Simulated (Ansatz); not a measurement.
Calculation: PBE0-D3(BJ)/def2-SVP (Ansatz, a program for electronic structure). No frequencies were computed at this level.

Ansatz 0.2 input:
```yaml
crystal:
  periodic: [false, false, false]
  atoms:
    - { symbol: C, position_ang: [1.980766, 0.070046, 0.056992] }
    - { symbol: O, position_ang: [0.738123, 0.63984, 0.433413] }
    - { symbol: Ge, position_ang: [-0.835142, 0.016354, 0.027351] }
    - { symbol: O, position_ang: [-1.323894, 0.250106, -1.611837] }
    - { symbol: O, position_ang: [-0.850025, -1.684725, 0.306358] }
    - { symbol: O, position_ang: [-1.933309, 0.893563, 1.019312] }
    - { symbol: H, position_ang: [2.030945, -0.985274, 0.326128] }
    - { symbol: H, position_ang: [2.747374, 0.623695, 0.600693] }
    - { symbol: H, position_ang: [2.149667, 0.171563, -1.016446] }
    - { symbol: H, position_ang: [-1.580041, 1.141824, -1.840859] }
    - { symbol: H, position_ang: [-1.473749, -2.181519, -0.220611] }
    - { symbol: H, position_ang: [-1.650715, 1.044525, 1.919508] }
basis:
  gaussian: { orbitals: def2-svp }
hamiltonian:
  xc: pbe0
  dispersion: d3bj
relax:
  max_steps: 150
```

Output:

```
Functional definition: PBE0
1389 factors; integrals over basis functions are off by at most 3.4e-4 eV
mean field evaluation 1: about -65799.4644 eV, gradient 8.6e1 eV
mean field evaluation 2: about -65788.3300 eV, gradient 1.2e2 eV
mean field evaluation 4: about -65812.0409 eV, gradient 2.3e0 eV
mean field evaluation 8: about -65812.0813 eV, gradient 2.2e-1 eV
mean field evaluation 16: about -65812.0814 eV, gradient 2.6e-5 eV
mean field -65812.08139213 eV, -2418.5493821299 hartree, gradient 2.6e-5 eV, S^2 0.000000; 0 other end points of the search recorded, 0 dependent functions left out
reference -65812.08141977 eV, -2418.5493831454 hartree; 38, 38 occupied and 94, 94 virtual orbitals, 1389 factors
relax step   1: F+E_penalty+E_count = -65812.27548992 eV  Δ(F+E_penalty+E_count) = +0.000e0 eV  max|allowed force component| = 9.203e-1 eV/Å  Δτ_max = 0.0000 Å  (26 SCF iters, accepted)
these checks for a lower state are left out or cut short: starts, cluster_reference, orbital_swaps, neighbouring_geometries, increment
1389 factors; integrals over basis functions are off by at most 3.5e-4 eV
mean field -65812.14330344 eV, -2418.5516573283 hartree, gradient 1.1e-5 eV, S^2 0.000000; 0 other end points of the search recorded, 0 dependent functions left out
reference -65812.14333090 eV, -2418.5516583377 hartree; 38, 38 occupied and 94, 94 virtual orbitals, 1389 factors
relax step   2: F+E_penalty+E_count = -65812.33730325 eV  Δ(F+E_penalty+E_count) = -6.181e-2 eV  max|allowed force component| = 4.509e-1 eV/Å  Δτ_max = 0.0473 Å  (29 SCF iters, accepted)
these checks for a lower state are left out or cut short: starts, cluster_reference, orbital_swaps, neighbouring_geometries, increment
1389 factors; integrals over basis functions are off by at most 3.6e-4 eV
mean field -65812.16691684 eV, -2418.5525251049 hartree, gradient 1.1e-5 eV, S^2 0.000000; 0 other end points of the search recorded, 0 dependent functions left out
reference -65812.16694405 eV, -2418.5525261048 hartree; 38, 38 occupied and 94, 94 virtual orbitals, 1389 factors
relax step   3: F+E_penalty+E_count = -65812.36178380 eV  Δ(F+E_penalty+E_count) = -2.448e-2 eV  max|allowed force component| = 1.211e-1 eV/Å  Δτ_max = 0.0666 Å  (28 SCF iters, accepted)
these checks for a lower state are left out or cut short: starts, cluster_reference, orbital_swaps, neighbouring_geometries, increment
1389 factors; integrals over basis functions are off by at most 3.6e-4 eV
mean field evaluation 32: about -65812.1305 eV, gradient 1.4e-1 eV
mean field -65812.16053522 eV, -2418.5522905849 hartree, gradient 1.3e-5 eV, S^2 0.000000; 0 other end points of the search recorded, 0 dependent functions left out
reference -65812.16056240 eV, -2418.5522915836 hartree; 38, 38 occupied and 94, 94 virtual orbitals, 1389 factors
relax step   4: F+E_penalty+E_count = -65812.35586826 eV  Δ(F+E_penalty+E_count) = +5.916e-3 eV  max|allowed force component| = 6.579e-1 eV/Å  Δτ_max = 0.0803 Å  (29 SCF iters, rejected (line search))
these checks for a lower state are left out or cut short: starts, cluster_reference, orbital_swaps, neighbouring_geometries, increment
1389 factors; integrals over basis functions are off by at most 3.6e-4 eV
mean field -65812.17047486 eV, -2418.5526558597 hartree, gradient 1.2e-5 eV, S^2 0.000000; 0 other end points of the search recorded, 0 dependent functions left out
reference -65812.17050200 eV, -2418.5526568572 hartree; 38, 38 occupied and 94, 94 virtual orbitals, 1389 factors
relax step   5: F+E_penalty+E_count = -65812.36582750 eV  Δ(F+E_penalty+E_count) = -4.044e-3 eV  max|allowed force component| = 6.429e-2 eV/Å  Δτ_max = 0.0388 Å  (28 SCF iters, accepted)
these checks for a lower state are left out or cut short: starts, cluster_reference, orbital_swaps, neighbouring_geometries, increment
1389 factors; integrals over basis functions are off by at most 3.6e-4 eV
mean field -65812.17210196 eV, -2418.5527156546 hartree, gradient 1.1e-5 eV, S^2 0.000000; 0 other end points of the search recorded, 0 dependent functions left out
reference -65812.17212912 eV, -2418.5527166528 hartree; 38, 38 occupied and 94, 94 virtual orbitals, 1389 factors
relax step   6: F+E_penalty+E_count = -65812.36748024 eV  Δ(F+E_penalty+E_count) = -1.653e-3 eV  max|allowed force component| = 1.828e-2 eV/Å  Δτ_max = 0.0633 Å  (29 SCF iters, accepted)
these checks for a lower state are left out or cut short: starts, cluster_reference, orbital_swaps, neighbouring_geometries, increment
1389 factors; integrals over basis functions are off by at most 3.6e-4 eV
mean field -65812.17239406 eV, -2418.5527263890 hartree, gradient 1.1e-5 eV, S^2 0.000000; 0 other end points of the search recorded, 0 dependent functions left out
reference -65812.17242118 eV, -2418.5527273858 hartree; 38, 38 occupied and 94, 94 virtual orbitals, 1389 factors
relax step   7: F+E_penalty+E_count = -65812.36779595 eV  Δ(F+E_penalty+E_count) = -3.157e-4 eV  max|allowed force component| = 6.767e-3 eV/Å  Δτ_max = 0.0255 Å  (29 SCF iters, accepted)
these checks for a lower state are left out or cut short: starts, cluster_reference, orbital_swaps, neighbouring_geometries, increment
1389 factors; integrals over basis functions are off by at most 3.7e-4 eV
mean field evaluation 64: about -65812.1725 eV, gradient 1.1e-5 eV
mean field -65812.17248689 eV, -2418.5527298007 hartree, gradient 1.1e-5 eV, S^2 0.000000; 0 other end points of the search recorded, 0 dependent functions left out
reference -65812.17251403 eV, -2418.5527307977 hartree; 38, 38 occupied and 94, 94 virtual orbitals, 1389 factors
relax step   8: F+E_penalty+E_count = -65812.36781661 eV  Δ(F+E_penalty+E_count) = -2.066e-5 eV  max|allowed force component| = 2.790e-2 eV/Å  Δτ_max = 0.0273 Å  (29 SCF iters, accepted)
these checks for a lower state are left out or cut short: starts, cluster_reference, orbital_swaps, neighbouring_geometries, increment
1389 factors; integrals over basis functions are off by at most 3.7e-4 eV
mean field -65812.17249313 eV, -2418.5527300297 hartree, gradient 1.1e-5 eV, S^2 0.000000; 0 other end points of the search recorded, 0 dependent functions left out
reference -65812.17252025 eV, -2418.5527310266 hartree; 38, 38 occupied and 94, 94 virtual orbitals, 1389 factors
relax step   9: F+E_penalty+E_count = -65812.36784812 eV  Δ(F+E_penalty+E_count) = -3.151e-5 eV  max|allowed force component| = 4.586e-2 eV/Å  Δτ_max = 0.0110 Å  (29 SCF iters, accepted)
these checks for a lower state are left out or cut short: starts, cluster_reference, orbital_swaps, neighbouring_geometries, increment
1389 factors; integrals over basis functions are off by at most 3.7e-4 eV
mean field -65812.17256203 eV, -2418.5527325618 hartree, gradient 1.3e-5 eV, S^2 0.000000; 0 other end points of the search recorded, 0 dependent functions left out
reference -65812.17258917 eV, -2418.5527335594 hartree; 38, 38 occupied and 94, 94 virtual orbitals, 1389 factors
relax step  10: F+E_penalty+E_count = -65812.36791599 eV  Δ(F+E_penalty+E_count) = -6.787e-5 eV  max|allowed force component| = 1.781e-3 eV/Å  Δτ_max = 0.0040 Å  (24 SCF iters, accepted)
1389 factors; integrals over basis functions are off by at most 3.7e-4 eV
mean field -65812.17256203 eV, -2418.5527325618 hartree, gradient 1.3e-5 eV, S^2 0.000000; 1 other end points of the search recorded, 0 dependent functions left out
reference -65812.17258917 eV, -2418.5527335594 hartree; 38, 38 occupied and 94, 94 virtual orbitals, 1389 factors
Total energy: -65812.36794313 eV, -2418.5599126850 hartree
Atom 0 at     1.934662     0.061713     0.071956 Å, force    -0.001200    -0.000465     0.001151 eV/Å
Atom 1 at     0.741560     0.678488     0.494412 Å, force     0.001281    -0.000041     0.000345 eV/Å
Atom 2 at    -0.822978     0.024907     0.046397 Å, force    -0.000838     0.000358    -0.000185 eV/Å
Atom 3 at    -1.291453     0.230048    -1.634808 Å, force    -0.000247    -0.000066     0.000884 eV/Å
Atom 4 at    -0.744884    -1.708043     0.315533 Å, force    -0.000573     0.001781    -0.000516 eV/Å
Atom 5 at    -1.988847     0.900552     1.022040 Å, force     0.000529    -0.000071     0.000142 eV/Å
Atom 6 at     1.910923    -1.031850     0.217396 Å, force     0.000371     0.000349    -0.000556 eV/Å
Atom 7 at     2.763888     0.473415     0.667332 Å, force    -0.000166    -0.000066    -0.000460 eV/Å
Atom 8 at     2.144062     0.265744    -0.993382 Å, force     0.001002     0.000051    -0.000156 eV/Å
Atom 9 at    -1.702514     1.087948    -1.790617 Å, force    -0.000094    -0.000937     0.000211 eV/Å
Atom 10 at    -1.346454    -2.186351    -0.266150 Å, force     0.000175    -0.000353    -0.000086 eV/Å
Atom 11 at    -1.597966     1.203428     1.849894 Å, force    -0.000241    -0.000539    -0.000774 eV/Å
Dipole moment:     0.036946     0.078937    -0.064088 e Å
```

Cost: around 60 core-seconds (rough).
